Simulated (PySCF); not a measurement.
# Strontium: a sound run and one with changed settings

Sound run: Sr [Kr] 5s2, Sr⁺ [Kr] 5s1. All numbers are calculated (PySCF 2.14, scalar relativity through the core potential, in def2-TZVP with the def2 core potential (28 electrons) (6s4p3d, 33 functions)). The sound run starts from symmetry-adapted Hartree-Fock orbitals and uses a fine grid where one is needed.

Changed run: basis STO-3G, all-electron and non-relativistic. This setting is unsound on purpose.

| species | method | sound run (hartree) | changed run (hartree) | converged |
| --- | --- | --- | --- | --- |
| Sr | UHF | -30.34712 | -3099.11673 | yes |
| Sr | PBE | -30.68408 | -3100.10665 | yes |
| Sr | MN15 | -30.65473 | -3097.78436 | yes |
| Sr⁺ | UHF | -30.17277 | -3099.06918 | yes |
| Sr⁺ | PBE | -30.47442 | -3100.00048 | yes |
| Sr⁺ | MN15 | -30.43300 | -3097.67286 | yes |

Ionisation energy of Sr:

| method | sound run (eV) | changed run (eV) |
| --- | --- | --- |
| UHF | 4.744 | 1.294 |
| PBE | 5.705 | 2.889 |
| MN15 | 6.034 | 3.034 |

A minimal basis cannot let orbitals breathe on ionisation and holds almost no correlation. The Hamiltonian changed with the basis, so the totals do not compare.

For comparison, NIST gives 5.695 eV between the lowest levels.
